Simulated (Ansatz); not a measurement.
Compare A (`O=C([SiH3])S`) with its isomer B (`O[SiH]1CS1`).

Program: Ansatz. Geometries: PBE0-D4/def2-TZVP. ΔE: electronic, gas phase. CBS: MP2 limit from def2 TZ/QZ plus the TZ coupled-cluster correction, frozen cores. DFT in def2-TZVPP. B3LYP here is the variant with VWN-RPA as its local correlation; programs differ in this. Each species was taken in one conformer, which may not be the lowest.

A:

Z-matrix (Å, degrees):
```
Si
C 1 1.927
H 1 1.482 2 107.1
H 1 1.484 2 110.0 3 120.6
H 1 1.482 2 107.1 3 -118.8
S 2 1.785 1 115.2 3 -120.6
O 2 1.201 1 121.5 3 59.4
H 6 1.346 2 95.2 1 -180.0
```

B:

```xyz
8

O    -0.592    1.839   -0.049
Si   -0.014    0.450    0.585
C    -0.014   -1.138   -0.322
S     1.726   -0.434   -0.122
H    -0.337    2.049   -0.949
H    -0.304    0.498    2.026
H    -0.141   -2.086    0.193
H    -0.325   -1.177   -1.362
```

(1) Which is lower in electronic energy at CCSD(T)/CBS, and by how much? (Estimate.)

(2) Give E(B) − E(A) in kcal/mol with MP2/def2-TZVPP, B3LYP-D4, r2SCAN-D4, PBE-D4, HF/def2-TZVPP, CCSD(T)/def2-SVP, BLYP-D4. (Best estimate.)

(3) Does the order hold for the free energy at 298.15 K (harmonic terms from PBE0-D4)? (Estimate.)

Largest T1 diagnostic: 0.017.

Results:

(1) Computed: B, by 48.4 kcal/mol.

(2) Ansatz gave: MP2/def2-TZVPP -50.3, B3LYP-D4 -41.3, r2SCAN-D4 -45.2, PBE-D4 -41.2, HF/def2-TZVPP -44.3, CCSD(T)/def2-SVP -32.1, BLYP-D4 -36.0. None reverses the order clearly.

(3) Computed: Yes: G(B) − G(A) = -42.0 kcal/mol, for one conformer each.

At CCSD(T), def2-SVP lies +16.3 kcal/mol from the extrapolated value and def2-TZVPP +2.6 kcal/mol. Leaving LDA and LC-ωPBE aside and taking each functional with its dispersion term where it has one, the values, not all of them listed here, spread over 14.5 kcal/mol, from PBE-QIDH to BLYP-D4. LDA lies −4.8 kcal/mol from PBE without D4.
